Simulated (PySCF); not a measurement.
# Dipole moment and polarisability across levels of theory

Compound: GeH4.
InChI=1S/GeH4/h1H4

PySCF, dipoles from the SCF density, polarisabilities from static response with core orbitals frozen. Geometry: PBE0-D3(BJ)/def2-SVP; no solvent, vibrations or thermal averaging. Relativistic effects, spin–orbit coupling among them, are left out although an element past zinc is present.

Reference polarisability: 4.770 Å³ (measured, gas; NIST CCCBDB Release 22 (SRD 101), experimental polarizabilities). The anisotropy is √(½[(α1 − α2)² + (α2 − α3)² + (α3 − α1)²]).

| level | α (Å³) | error (%) | anisotropy (Å³) |
| --- | --- | --- | --- |
| LDA/def2-SVPD | 5.55 | +16.3 | 0.00 |
| PBE/def2-SVPD | 5.37 | +12.6 | 0.00 |
| B3LYP/def2-SVPD | 5.25 | +10.1 | 0.00 |
| PBE0/def2-SVPD | 5.21 | +9.3 | 0.00 |
| BHandHLYP/def2-SVPD | 5.08 | +6.6 | 0.00 |
| CAM-B3LYP/def2-SVPD | 5.20 | +9.0 | 0.00 |
| wB97X-D/def2-SVPD | 5.21 | +9.1 | 0.00 |
| LC-wPBE/def2-SVPD | 5.08 | +6.5 | 0.00 |
| HF/def2-SVPD | 4.90 | +2.8 | 0.00 |
| PBE0/6-31G* | 3.88 | -18.6 | 0.00 |
| PBE0/def2-SVP | 4.42 | -7.4 | 0.00 |
| PBE0/def2-TZVP | 4.98 | +4.4 | 0.00 |
| PBE0/aug-cc-pVDZ | 5.27 | +10.5 | 0.00 |
| PBE0/def2-TZVPD | 5.25 | +10.0 | 0.00 |
| PBE0/aug-cc-pVTZ | 5.29 | +10.9 | 0.00 |

For the polarisability, the smallest error is 2.8% (HF/def2-SVPD) and the largest 18.6% (PBE0/6-31G*). The dipole stays under 0.05 D at every level. In one basis (def2-SVPD) the functionals order the polarisability from HF (lowest) to LDA (highest), a spread of 13%. With PBE0 the polarisability is 4.43 Å³ without diffuse functions (mean of 6-31G*, def2-SVP and def2-TZVP) and 5.26 Å³ with them (mean of def2-SVPD, aug-cc-pVDZ, def2-TZVPD and aug-cc-pVTZ). Measured values can belong to vibrating molecules; the computed ones are for one fixed geometry.
